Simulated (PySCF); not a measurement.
Molfile (atoms numbered from 1):
```
C3H14OSi3
     RDKit          3D

 21 20  0  0  0  0  0  0  0  0999 V2000
   -2.2222    1.1510    0.5637 C   0  0  0  0  0  0  0  0  0  0  0  0
   -1.9549   -0.3368    0.3367 C   0  0  0  0  0  0  0  0  0  0  0  0
   -3.1090   -1.0156   -0.3992 C   0  0  0  0  0  0  0  0  0  0  0  0
   -0.3059   -0.6108   -0.5723 Si  0  0  0  0  0  4  0  0  0  0  0  0
    1.4729    0.3935    0.5780 Si  0  0  0  0  0  4  0  0  0  0  0  0
    2.8979   -0.0414   -0.1676 O   0  0  0  0  0  0  0  0  0  0  0  0
    4.5474    0.0972   -0.1017 Si  0  0  0  0  0  4  0  0  0  0  0  0
   -1.4385    1.6304    1.1719 H   0  0  0  0  0  0  0  0  0  0  0  0
   -2.2787    1.6994   -0.3913 H   0  0  0  0  0  0  0  0  0  0  0  0
   -3.1820    1.3047    1.0850 H   0  0  0  0  0  0  0  0  0  0  0  0
   -1.8333   -0.8252    1.3216 H   0  0  0  0  0  0  0  0  0  0  0  0
   -2.9370   -2.0948   -0.5333 H   0  0  0  0  0  0  0  0  0  0  0  0
   -4.0558   -0.8955    0.1546 H   0  0  0  0  0  0  0  0  0  0  0  0
   -3.2574   -0.5763   -1.3996 H   0  0  0  0  0  0  0  0  0  0  0  0
   -0.3853   -0.0238   -1.9502 H   0  0  0  0  0  0  0  0  0  0  0  0
   -0.0220   -2.0757   -0.7085 H   0  0  0  0  0  0  0  0  0  0  0  0
    1.4960   -0.0533    2.0105 H   0  0  0  0  0  0  0  0  0  0  0  0
    1.3471    1.8878    0.5913 H   0  0  0  0  0  0  0  0  0  0  0  0
    5.1399   -0.8599   -1.0773 H   0  0  0  0  0  0  0  0  0  0  0  0
    5.0439   -0.2221    1.2724 H   0  0  0  0  0  0  0  0  0  0  0  0
    4.9668    1.4883   -0.4522 H   0  0  0  0  0  0  0  0  0  0  0  0
  1  2  1  0
  2  3  1  0
  2  4  1  0
  4  5  1  0
  5  6  1  0
  6  7  1  0
  1  8  1  0
  1  9  1  0
  1 10  1  0
  2 11  1  0
  3 12  1  0
  3 13  1  0
  3 14  1  0
  4 15  1  0
  4 16  1  0
  5 17  1  0
  5 18  1  0
  7 19  1  0
  7 20  1  0
  7 21  1  0
M  END
```

Geometry: PBE0-D3(BJ)/def2-SVP; GIAO absolute shieldings from PySCF 2.14, gas phase, non-relativistic, averaged over equivalent atoms.

At KT3/pcSseg-1 (210 basis functions, 2.5 min wall time on 1 thread of an Intel Xeon, shared host):
| atoms | σ (ppm) |
| --- | --- |
| C1/C3 | 158.7 |
| C2 | 165.8 |
| Si5 | 386.6 |
| Si7 | 402.5 |
| Si4 | 421.7 |
| O6 | 336.2 |
| H17/H18 | 25.91 |
| H19/H20/H21 | 26.42 |
| H15/H16 | 27.68 |
| H8/H9/H10/H12/H13/H14 | 30.25 |
| H11 | 30.28 |

Question: What do these become at PBE0/pcSseg-1?

Answer: 
| atoms | σ at PBE0/pcSseg-1 | change |
| --- | --- | --- |
| C1/C3 | 161.7 | +3.0 |
| C2 | 171.9 | +6.1 |
| Si5 | 372.7 | -13.9 |
| Si7 | 386.3 | -16.2 |
| Si4 | 407.6 | -14.1 |
| O6 | 346.0 | +9.8 |
| H17/H18 | 25.82 | -0.09 |
| H19/H20/H21 | 26.31 | -0.11 |
| H15/H16 | 27.49 | -0.19 |
| H8/H9/H10/H12/H13/H14 | 30.24 | -0.01 |
| H11 | 30.43 | +0.15 |

The largest change is at Si7 (silicon bonded to O, 3 H). Cost: 210 basis functions, 110 s wall time (100 s CPU) on 1 thread of an Intel Xeon, shared host.
